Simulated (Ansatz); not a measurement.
Consider the redistribution: `C=C[SiH3]` + `O[SiH](O)N[SiH](Cl)Cl` → `C=C[SiH2]N[SiH](Cl)Cl` + `O[SiH2]O`.

Computed with Ansatz on PBE0-D4/def2-TZVP structures; ΔE is electronic, products minus reactants. CCSD(T)/CBS is the MP2 limit (def2-TZVPP, def2-QZVPP) plus CCSD(T) − MP2 in def2-TZVPP, frozen cores. Functionals use def2-TZVPP. B3LYP here is the variant with VWN-RPA as its local correlation; programs differ in this. One conformer a species, not always the lowest.

```
             level  ΔE (kJ/mol)  difference from CCSD(T)/CBS
            PBE-D4         19.1                         -0.4
         r2SCAN-D4         22.9                          3.4
             B3LYP         23.4                          3.9
     HF/def2-TZVPP         26.2                          6.7
SCS-MP2/def2-TZVPP         17.8                         -1.7
   CCSD/def2-TZVPP         21.3                          1.8
CCSD(T)/def2-TZVPP         20.2                          0.7
    MP2/def2-QZVPP         16.7                         -2.8
SCS-MP2/def2-QZVPP         17.5                         -2.0
    CCSD/CBS(def2)         20.6                          1.1
       CCSD(T)/CBS         19.5                            0
```

Largest T1 diagnostic among the species: 0.011.

The D4 term adds −4.8 kJ/mol with B3LYP and −3.1 kJ/mol with PBE0; it sums over pairs of atoms, weighted by their polarisabilities, and B3LYP, whose exchange is more repulsive, gets the larger term. In def2-TZVPP, CCSD(T) changes the Hartree–Fock value by −6.0 kJ/mol (the triples alone add −1.1 kJ/mol) and MP2 by −9.1 kJ/mol.
